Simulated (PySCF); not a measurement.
# How many f electrons in SmO?

Unrestricted PBE0; Sm x2c-SVPall, O x2c-SVPall; spin-free X2C with a Gaussian nucleus (PySCF 2.14). The search starts from ions with several 4f fillings and holds each by maximum overlap.

The lowest solution has 2Ms+1 = 7, about 5.7 4f electrons, near 1.81 Å.

The lowest solution of each spin and filling, followed along the bond (rough minima from three points):

```json
{"2Ms+1": "7", "4f population": "5.73", "⟨S²⟩ at the start": "12.06", "R at minimum (Å)": "1.81", "Te (eV)": "0.00"}
{"2Ms+1": "7", "4f population": "5.33", "⟨S²⟩ at the start": "12.13", "R at minimum (Å)": "1.79", "Te (eV)": "0.28"}
{"2Ms+1": "5", "4f population": "5.39", "⟨S²⟩ at the start": "7.16", "R at minimum (Å)": "1.78", "Te (eV)": "0.34"}
```

Solutions at the starting distance of 1.960 Å, counted from the lowest; the search is not exhaustive:

| 2Ms+1 | 4f population | E (eV) | ⟨S²⟩ | ⟨Lz²⟩ | μ (D) |
| --- | --- | --- | --- | --- | --- |
| 7 | 5.73 | 0.00 | 12.06 | 5.6 | -5.99 |
| 7 | 5.91 | 0.14 | 12.03 | 4.0 | -7.85 |
| 7 | 5.33 | 0.45 | 12.13 | 4.9 | -4.68 |
| 5 | 5.39 | 0.58 | 7.16 | 6.2 | -4.56 |
| 7 | 5.35 | 0.72 | 12.20 | 10.0 | -4.70 |
| 5 | 5.35 | 0.94 | 7.18 | 10.0 | -4.62 |
| 9 | 6.02 | 1.58 | 20.00 | 4.0 | -2.54 |
| 9 | 6.02 | 1.68 | 20.00 | 5.3 | -2.54 |
| 7 | 5.28 | 1.70 | 12.11 | 11.9 | -7.60 |
| 5 | 5.29 | 2.11 | 7.06 | 12.9 | -7.54 |
| 5 | 5.63 | 2.19 | 7.00 | 4.7 | -5.91 |

Partly filled real f orbitals mix terms, so no term symbols are given. A population far from a whole number shows f orbitals mixing with d and ligand orbitals, not a clean configuration. A positive dipole means Sm(−)O(+).

Spin–orbit coupling is left out. The state is the lowest single determinant that the PBE0 search found; with open d or f shells the true ground state can be another one.
